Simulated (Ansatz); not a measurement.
The first iterations of a band of C₂H₅BSi (9 atoms, charge 0, multiplicity 1).

Method: UKS r2SCAN-D4/def2-SVP (Ansatz).

```
movable images  : 7
climbing image  : yes
spring          : 5.0 eV/Å²
optimiser       : quadratic models (default)
start path      : through a guess of the saddle point
force threshold : 0.5 eV/Å
iteration limit : 60
end points      : relaxed
```

First end point:

```xyz
9
Properties=species:S:1:pos:R:3
B -0.127 1.960 -1.613
C 0.332 1.060 -0.682
C 0.734 0.166 0.217
Si -0.346 -1.257 0.831
H -0.511 2.742 -2.414
H 1.755 0.245 0.641
H 0.347 -2.554 0.553
H -1.671 -1.220 0.154
H -0.514 -1.141 2.313
```

Last end point:

```xyz
9
Properties=species:S:1:pos:R:3
B -0.363 1.283 -0.995
C 0.669 0.436 -0.651
C 1.093 -0.659 0.154
Si -0.786 -0.160 0.451
H -0.948 2.161 -1.543
H 1.762 -0.471 1.008
H 1.241 -1.644 -0.314
H -1.688 -1.270 0.047
H -0.981 0.323 1.843
```

| iteration | highest image above the first end (eV) | largest band force component (eV/Å) |
| --- | --- | --- |
| 1 | 4.404 | 5.520 |
| 2 | 3.218 | 3.374 |
| 3 | 2.509 | 1.758 |
| 4 | 2.169 | 1.187 |
| 5 | 2.399 | 0.972 |

Task: Does the band converge within its limit, and where does its top end?

Result: The forces met the threshold. It ended after 16 iterations with the highest image 2.038 eV above the first end. The threshold of 0.5 eV/Å is loose, so the images may lie well off the minimum-energy path. Neighbouring images differ by up to 1.3 eV, so the band resolves the path poorly. The order of the stationary point at the top wasn't checked.

The run took 4.3 min on 2 threads of Intel(R) Xeon(R) 6975P-C (Granite Rapids) (shared host), peak memory 0.26 GiB.
